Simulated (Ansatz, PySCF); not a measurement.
C3H7FOSi, SMILES O[Si@H](F)CC=C. Atoms are numbered in the order given.

```xyz
13

C     -2.6286     0.2852     0.2347
C     -1.8263    -0.7589     0.4573
C     -0.4263    -0.6597     1.0117
Si     0.7326    -0.0455    -0.3071
O      2.2721    -0.0966     0.2992
F      0.3440     1.5025    -0.6442
H     -2.3168     1.3076     0.4756
H     -3.6250     0.1536    -0.1970
H     -2.1743    -1.7617     0.1794
H     -0.0687    -1.6272     1.3972
H     -0.3742     0.0612     1.8455
H      0.6238    -0.7794    -1.5938
H      2.9961     0.1813    -0.2706
```

Coordinates come from a ωB97X-D3(BJ)/def2-SVP optimisation. The structure was generated by enumeration; whether it is a known compound was not checked. Other conformers were not sampled.

Two levels are set side by side: PBE-D3(BJ)/def2-SVP (Ansatz, a first-principles code) and ωB97X-D3(BJ)/def2-SVP (PySCF). Each level has its own optimised geometry; the coordinates shown are those of the second. Frequencies come from the Hessian of PySCF at each geometry. Differences are taken from unrounded values.

| quantity | ωB97X-D3(BJ) |
|---|---|
| mean bond length (Å) | 1.328 |
| bond C1–C2 (Å) | 1.335 |
| bond C2–C3 (Å) | 1.509 |
| bond C3–Si4 (Å) | 1.860 |
| bond Si4–O5 (Å) | 1.655 |
| bond Si4–F6 (Å) | 1.631 |
| bond C1–H7 (Å) | 1.096 |
| bond C1–H8 (Å) | 1.094 |
| bond C2–H9 (Å) | 1.097 |
| bond C3–H10 (Å) | 1.101 |
| bond C3–H11 (Å) | 1.103 |
| bond Si4–H12 (Å) | 1.485 |
| bond O5–H13 (Å) | 0.962 |
| highest harmonic wavenumber (cm⁻¹) | 3940 |
| mean harmonic wavenumber (cm⁻¹) | 1294 |
| zero-point energy (kcal/mol) | 61.03 |

What does PBE-D3(BJ) give, and how far is it from ωB97X-D3(BJ)? (An estimate is asked for; the answer gives what the named calculation found.)


| quantity | PBE-D3(BJ) | PBE-D3(BJ) minus ωB97X-D3(BJ) |
|---|---|---|
| mean bond length (Å) | 1.337 | 0.009 |
| bond C1–C2 (Å) | 1.346 | 0.010 |
| bond C2–C3 (Å) | 1.502 | -0.007 |
| bond C3–Si4 (Å) | 1.876 | 0.016 |
| bond Si4–O5 (Å) | 1.670 | 0.014 |
| bond Si4–F6 (Å) | 1.642 | 0.010 |
| bond C1–H7 (Å) | 1.103 | 0.007 |
| bond C1–H8 (Å) | 1.101 | 0.007 |
| bond C2–H9 (Å) | 1.105 | 0.008 |
| bond C3–H10 (Å) | 1.111 | 0.009 |
| bond C3–H11 (Å) | 1.111 | 0.008 |
| bond Si4–H12 (Å) | 1.500 | 0.015 |
| bond O5–H13 (Å) | 0.973 | 0.010 |
| highest harmonic wavenumber (cm⁻¹) | 3768 | -172 |
| mean harmonic wavenumber (cm⁻¹) | 1242 | -51 |
| zero-point energy (kcal/mol) | 58.61 | -2.42 |

GGA bonds tend to be longer and softer than those of functionals with exact exchange. Differences between two approximate levels are no errors against the true value.
